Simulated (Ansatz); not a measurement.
Geometry optimisation, Ansatz, RKS PBE0/def2-SVP.

The input (input.yaml):

```yaml
crystal:
  periodic: [false, false, false]
  atoms:
    - { symbol: In, position_ang: [-0.514045, -0.427133, -0.870167] }
    - { symbol: Br, position_ang: [1.18705, 1.499238, -1.155453] }
    - { symbol: Cl, position_ang: [0.237062, -2.608965, -1.093068] }
    - { symbol: Cl, position_ang: [-2.750138, 0.100266, -0.56245] }
    - { symbol: H, position_ang: [1.162405, 1.029953, 1.612851] }
    - { symbol: F, position_ang: [0.677566, 0.406742, 2.068386] }
basis:
  gaussian: { orbitals: def2-SVP }
hamiltonian:
  xc: pbe0
relax:
  f_tol: 0.03
  max_steps: 50
```

Launched with:

```bash
$ ansatz run input.yaml --threads 2 --pin off --max-ram 3072MiB --backend cpu --events-out ev --progress --plain --runs-dir out
```

Where does it end, and by what steps?

The run converged. After 7 steps the energy has fallen by 0.400 eV; F6 moved furthest, 0.58 Å. Joined: In1–F6 (3.28 → 2.37 Å).

| step | energy less start (eV) | largest force component (eV/Å) | accepted |
| --- | --- | --- | --- |
| 0 | 0.0000 | 0.847 | yes |
| 1 | -0.1546 | 0.512 | yes |
| 2 | -0.2914 | 0.445 | yes |
| 3 | -0.3729 | 0.364 | yes |
| 4 | -0.3926 | 0.152 | yes |
| 5 | -0.3980 | 0.086 | yes |
| 6 | -0.3993 | 0.052 | yes |
| 7 | -0.3995 | 0.014 | yes |

```xyz
6
Properties=species:S:1:pos:R:3
In -0.379 -0.314 -0.578
Br 1.228 1.553 -1.043
Cl 0.356 -2.500 -0.873
Cl -2.638 0.199 -0.386
H 1.004 0.872 1.285
F 0.428 0.191 1.595
```

The run took 27 s on 2 threads of AMD EPYC 9R14 (Zen 4), with other jobs on the host, peak memory 0.33 GiB.
